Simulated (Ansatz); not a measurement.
Relaxation of the cluster K6⁻ with UKS r2SCAN/def2-SVPD.

```sh
$ ansatz run in.yaml --threads 4 --pin off --events-out ev --progress --plain --max-ram 4787MiB
```

```yaml
crystal:
  periodic: [false, false, false]
  atoms:
    - {symbol: K, position_ang: [-0.690580, 0.464230, 2.747840]}
    - {symbol: K, position_ang: [0.066350, 4.211510, -0.237790]}
    - {symbol: K, position_ang: [-3.606390, 0.350100, -1.639870]}
    - {symbol: K, position_ang: [-0.304320, -3.887170, -1.002550]}
    - {symbol: K, position_ang: [0.844300, 0.681350, -1.653370]}
    - {symbol: K, position_ang: [3.690640, -1.820020, 1.785740]}
basis:
  gaussian: {orbitals: def2-SVPD}
total_charge: -1
magnetization: {spin_polarized: true, initial_magnetization: 1}
hamiltonian: {xc: r2scan}
scf: {lower_state_search: "off"}
output: {orbitals: {seedname: orbitals}}
relax: {f_tol: 0.02, max_steps: 100}
```

Run time 85 s (4 threads of AMD EPYC 7B13 on a shared host).

Positions (Å) and forces (eV/Å) at steps 1, 2, 3, 4, 7 of 7:

```xyz
6
step=1 energy=-97930.8209 eV
K    -0.691    0.464    2.748    0.020   -0.020   -0.116
K     0.066    4.212   -0.238   -0.087    0.104    0.106
K    -3.606    0.350   -1.640    0.096   -0.026    0.083
K    -0.304   -3.887   -1.003   -0.001    0.155    0.048
K     0.844    0.681   -1.653    0.111   -0.257   -0.057
K     3.691   -1.820    1.786   -0.140    0.044   -0.064
6
step=2 energy=-97930.8440 eV
K    -0.691    0.461    2.729    0.020   -0.022   -0.114
K     0.048    4.207   -0.222   -0.084    0.090    0.099
K    -3.583    0.347   -1.623    0.095   -0.025    0.082
K    -0.314   -3.869   -0.989   -0.002    0.152    0.048
K     0.868    0.666   -1.670    0.107   -0.238   -0.052
K     3.671   -1.813    1.776   -0.136    0.043   -0.062
6
step=3 energy=-97930.9739 eV
K    -0.679    0.431    2.597    0.012   -0.028   -0.088
K    -0.048    4.195   -0.140   -0.060    0.014    0.056
K    -3.457    0.320   -1.520    0.082   -0.022    0.066
K    -0.349   -3.716   -0.915   -0.016    0.112    0.048
K     1.001    0.540   -1.736    0.083   -0.109   -0.035
K     3.532   -1.769    1.714   -0.100    0.033   -0.046
6
step=4 energy=-97931.0591 eV
K    -0.670    0.372    2.469    0.004   -0.026   -0.046
K    -0.139    4.142   -0.078   -0.039   -0.010    0.030
K    -3.317    0.288   -1.413    0.050   -0.012    0.033
K    -0.404   -3.551   -0.821   -0.030    0.058    0.043
K     1.142    0.467   -1.803    0.062   -0.028   -0.039
K     3.389   -1.718    1.647   -0.047    0.019   -0.022
6
step=7 energy=-97931.1102 eV
K    -0.653    0.211    2.364   -0.001    0.000    0.003
K    -0.364    3.984    0.059    0.001    0.000    0.000
K    -3.089    0.342   -1.454   -0.004    0.000   -0.002
K    -0.657   -3.383   -0.510    0.000    0.000    0.000
K     1.411    0.461   -1.967    0.001    0.000   -0.002
K     3.352   -1.616    1.508    0.003    0.000    0.001
```

The charge -1 doublet is spin-contaminated (final ⟨S²⟩ up to 1.37, 0.75 for a pure state). The relaxation made no stability test and no search for a lower SCF solution. Another isomer (doublet) lies 0.03 eV lower at PBE0/def2-TZVPD; other spin states weren't run for this one.
